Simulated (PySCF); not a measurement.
# Core binding energy against partial charge

Species: BEt2(CCH), C6H11B.
Geometry (PBE0-D3(BJ)/def2-SVP, Å), atoms numbered from 1 in this order:
```
atom  x, y, z in Å
B1    -0.1603   -0.2269    0.0110
C2     1.4119   -0.2464   -0.0970
C3     1.9915   -0.4948    1.3041
H4     1.7917    0.7137   -0.4850
H5     1.7582   -1.0434   -0.7753
H6     3.0927   -0.5005    1.2889
H7     1.6806    0.2851    2.0181
H8     1.6609   -1.4636    1.7102
C9    -0.9587    1.1271    0.1142
C10   -1.3258    1.5753   -1.3094
H11   -0.3364    1.9048    0.5891
H12   -1.8795    1.0201    0.7094
H13   -1.8686    2.5333   -1.3012
H14   -0.4309    1.7117   -1.9378
H15   -1.9699    0.8359   -1.8110
C16   -0.9223   -1.5547    0.0129
C17   -1.5311   -2.6118    0.0175
H18   -2.0603   -3.5480    0.0190
```

Binding energies: PySCF, delta-SCF UKS SCAN, pcX-2 on the ionised atom, pcseg-1 elsewhere, spin-free X2C. Charges: PBE0/pcSseg-1 ground-state density, for the ionised atom.

| atom | environment | C 1s (eV) | Mulliken (e) | IAO (e) | Hirshfeld (e) | ESP (e) |
| --- | --- | --- | --- | --- | --- | --- |
| C2 | carbon bonded to B, C and 2 H | 289.87 | -0.445 | -0.389 | -0.138 | -0.059 |
| C16 | carbon bonded to B and C | 290.14 | -0.043 | -0.129 | -0.109 | -0.134 |
| C17 | carbon bonded to C and H | 290.32 | -0.289 | -0.191 | -0.086 | -0.358 |
| C3 | carbon bonded to C and 3 H | 290.55 | -0.334 | -0.391 | -0.106 | -0.239 |

Task: Give the correlation coefficient and slope of binding energy on charge for each scheme.

Result: Hirshfeld: r = 0.73, slope 9.8 eV per e; Mulliken: r = 0.15, slope 0.2 eV per e; IAO: r = -0.01, slope 0.0 eV per e; ESP: r = -0.74, slope -1.6 eV per e. Hirshfeld charges have the highest r, on only 4 points.

Task: The point-charge model writes a binding energy as kq + V + constant, with V the potential of the other atoms' charges at the site. What does it give with the IAO charges?

Result: V = Σ 14.40 eV Å × q/r over all other atoms: +3.72 eV at C2, +0.06 eV at C16, +1.73 eV at C17, +4.10 eV at C3. Fitting binding energy − V to q gives k = 13.6 eV per e and leaves an rms residual of 0.26 eV, against 0.25 eV for the fit on q alone. The model has no term for differences in relaxation between sites.

Spin contamination (⟨S²⟩ against 0.75 for a pure doublet) is marked for C 1s of C16 (0.86) and C 1s of C17 (0.86), which makes these values less certain. Geometry: PBE0-D3(BJ)/def2-SVP, one conformer, isolated molecule.
